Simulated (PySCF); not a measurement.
These compounds are isomers of formula C$_{7}$H$_{5}$FO$_{2}$.

A. SMILES O=C(O)c1cccc(F)c1
B. SMILES O=C(O)c1ccccc1F
C. SMILES O=C(F)c1ccc(O)cc1

Spectrum 1. 1H NMR (500 MHz, computed): δ 8.24 (dd, J = 8.8, 1.3 Hz, 1H), 7.89 (ddd, J = 9.2, 2.5, 1.3 Hz, 1H), 7.59 (td, J = 9.0, 5.0 Hz, 1H), 7.37 (ddd, J = 9.2, 8.5, 2.5 Hz, 1H), 5.94 (br s, 1H). 13C{1H} NMR (computed): δ 169.9 (C, d, J = 316.2 Hz), 167.9 (C), 135.2 (CH, d, J = 4.9 Hz), 134.4 (C, d, J = 4.3 Hz), 132.7 (CH), 126.2 (CH, d, J = 19.2 Hz), 122.4 (CH, d, J = 19.9 Hz).

Spectrum 2. 1H NMR (500 MHz, computed): δ 8.18 (d, J = 9.6 Hz, 2H), 6.85 (dd, J = 9.6, 1.1 Hz, 2H), 4.41 (br s, 1H). 13C{1H} NMR (computed): δ 167.1 (C), 162.5 (C, d, J = 402.0 Hz), 141.0 (CH, d, J = 4.2 Hz), 121.2 (C, d, J = 64.8 Hz), 118.4 (CH).

Spectrum 3. 1H NMR (500 MHz, computed): δ 8.52 (ddd, J = 8.9, 6.7, 1.6 Hz, 1H), 7.63 (m, 1H), 7.35 (dd, J = 8.9, 8.1 Hz, 1H), 7.21 (dd, J = 10.9, 9.3 Hz, 1H), 6.20 (br s, 1H). 13C{1H} NMR (computed): δ 170.7 (C, d, J = 333.1 Hz), 167.8 (C, d, J = 4.2 Hz), 141.8 (CH, d, J = 1.9 Hz), 141.3 (CH, d, J = 6.4 Hz), 128.2 (CH), 122.0 (CH, d, J = 20.3 Hz), 119.5 (C, d, J = 8.2 Hz).

Method: couplings computed with B3LYP/pcJ-1 (spin–dipole term left out of most H,H and C,H couplings), coordinates at the PBE0-D3(BJ)/def2-SVP level, PBE0/pcSseg-1 with gauge-including orbitals, in PySCF 2.14 (no solvent model, one averaged value for each set of equivalent atoms, non-relativistic Hamiltonian, one computed conformer).

Scale: 1H, 13C against TMS (reference shieldings calculated alike). Multiplet labels drop J under 1 Hz and among equivalent protons, and merge close values. Unscaled 3J(H,H) run several per cent high. One-bond C–F couplings are unscaled and too large by tens of Hz. Acid and N–H amide carbonyl carbons lie up to 10 ppm further downfield in solution (hydrogen bonding). Shifts are as computed. Against solution values, carbons near 30 ppm lie about +2 ppm off and those near 130 ppm about +5 ppm. Of 1211 compounds with measured shifts, 218 miss one by over three times the rms of a fit or turn the order of signals round; such compounds aren't used in these exercises. OH and NH positions are gas-phase values without hydrogen bonding to other molecules.

Question: Match each spectrum to its structure.

Answer: 1–A, 2–C, 3–B.

- Spectrum 1 (A): 7 13C signals; δC 169.9 is an aromatic carbon bearing fluorine; δC 167.9 is a carboxylic acid carbon.
- Spectrum 2 (C): 5 13C signals; δC 167.1 is an aromatic carbon bearing oxygen; δC 118.4 is an aromatic CH.
- Spectrum 3 (B): 7 13C signals; δC 170.7 is an aromatic carbon bearing fluorine; δC 167.8 is a carboxylic acid carbon.
